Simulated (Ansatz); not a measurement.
Several settings on one geometry of the cluster WSe₂⁻ (that of the charge -1 doublet, PBE-D4/def2-TZVPD). Ansatz on 4 threads of Arm Neoverse V1 on a shared host; times are rough.

```tsv
atom	x (Å)	y (Å)	z (Å)
W1	-0.340	-0.562	0.004
Se2	1.951	-0.796	-0.169
Se3	-1.611	1.358	0.166
```

Totals from different functionals, basis sets or treatments of relativity can't be compared as stabilities.

In the def2 sets W takes a core potential; there is no spin–orbit coupling.

At PBE-D4/def2-TZVPD a quartet lies 0.37 eV below the doublet of charge -1, at its own geometry.

The spins typed aren't always the lowest for that charge.

**Question.** Give the basis size and estimate the energy, ⟨S²⟩ and time of these runs.

| run | method | charge | state | further keys |
| --- | --- | --- | --- | --- |
| 1 | UKS rPW86-PBE-D3(BJ)-ATM/def2-SVP | -1 | quartet | scf: {omitted_lower_state_checks: [starts]} |
| 2 | UKS PBEsol-D3(BJ)-ATM/def2-mTZVP | -1 | doublet | scf: {omitted_lower_state_checks: [starts]}; forces asked |
| 3 | UKS PBE0-D3(BJ)-ATM/def2-mTZVPP | -1 | doublet | pseudopotentials: {relativity: none}; accuracy: high; forces asked |

**Answer.** 
| run | functions | energy (Eh) | ⟨S²⟩ | wall time |
| --- | --- | --- | --- | --- |
| 1 | 96 | -4871.5319 | 3.79 | 5 s |
| 2 | 108 | -4866.2913 | 1.39 | 6 s |
| 3 | 108 | -4869.7070 | 1.53 | 44 s |

The highest occupied level of an anion often lies above zero with these methods, and sets without diffuse functions describe the outer electron poorly. At UKS PBEsol-D3(BJ)-ATM/def2-mTZVP, UKS PBE0-D3(BJ)-ATM/def2-mTZVPP the charge -1 doublet is spin-contaminated (final ⟨S²⟩ up to 1.53, 0.75 for a pure state).
